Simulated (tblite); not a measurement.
C4H4NSi (doublet state).
Atom-mapped SMILES: `[CH:1]#[C:2][SiH:3][CH2:4][C:5]#[N:6]` (hydrogens: H7 on C1; H8 on Si3; H9, H10 on C4)

Cartesian coordinates in Å at the GFN2-xTB level; atoms count from 1:
```xyz
10
C4H4NSi angstrom
C      1.9624    1.6254   -1.1500
C      1.4425    0.8479   -0.3856
Si     0.7981   -0.4706    0.6981
C     -0.8709   -1.1562    0.0341
C     -1.8825   -0.2016    0.3550
N     -2.6513    0.5939    0.6533
H      2.3821    2.3390   -1.7989
H      0.7815   -0.1693    2.1219
H     -0.8294   -1.2921   -1.0475
H     -1.1236   -2.1118    0.4969
```

Calculated harmonic vibrations of the isolated species, GFN2-xTB (tblite), most abundant isotopes, no scaling. Errors from tens to a few hundred cm⁻¹ against measured bands are possible. Modes of hydrogen on silicon can be 10 to 20 % off. One conformer, not necessarily the lowest. Open shells enter through the occupations alone, without spin polarisation, and single modes of such species can be off by tens of per cent.

Harmonic wavenumbers (cm⁻¹): 35.6, 105.6, 144.4, 219.9, 263.6, 368.0, 405.5, 464.7, 577.3, 616.7, 666.8, 683.2, 738.2, 778.1, 1004.8, 1079.3, 1165.6, 1408.3, 2137.1, 2327.8, 2385.7, 2972.1, 2982.8, 3356.7.

A = 5208, B = 1715, C = 1436 MHz; mass 94.011 u (most abundant isotopes); point group C1, symmetry number 1; spin multiplicity 2.

Q: Zero-point energy?

A: ½Σν̃ = 13444 cm⁻¹ = 38.44 kcal/mol.

Q: Entropy at 298.15 K, 1 bar (ideal gas, RRHO, classical rotation)?

A: Translation 39.56, rotation 27.62, vibration 20.27, spin (R ln 2) 1.38: S = 88.8 cal/(mol K).

Q: And Cp and H(298.15 K) − H(0)?

A: Cp = 27.95 cal/(mol K), of which vibrations give 20.00 (their classical limit is 24 R = 47.7); H(298.15 K) − H(0) = 5.50 kcal/mol without the zero-point energy, 3.13 from vibrations.

Q: What must be added to the electronic energy to get the Gibbs energy at 298.15 K and 1 bar?

A: ZPE + [H(298.15 K) − H(0)] − T·S = 38.44 + 5.50 − 26.48 = 17.46 kcal/mol.

Q: Which modes carry the vibrational entropy at 298.15 K?

A: 35.6 cm⁻¹: 5.49; 105.6 cm⁻¹: 3.35; 144.4 cm⁻¹: 2.74; 219.9 cm⁻¹: 1.96; 263.6 cm⁻¹: 1.64; 368.0 cm⁻¹: 1.09 cal/(mol K); the other 18 give 4.00 together.

Hindered rotation and anharmonicity are outside this model. Other conformers, if any are populated, would add a mixing term that is left out. The structure is chiral; the term R ln 2 for an equal mix with its mirror image is left out.
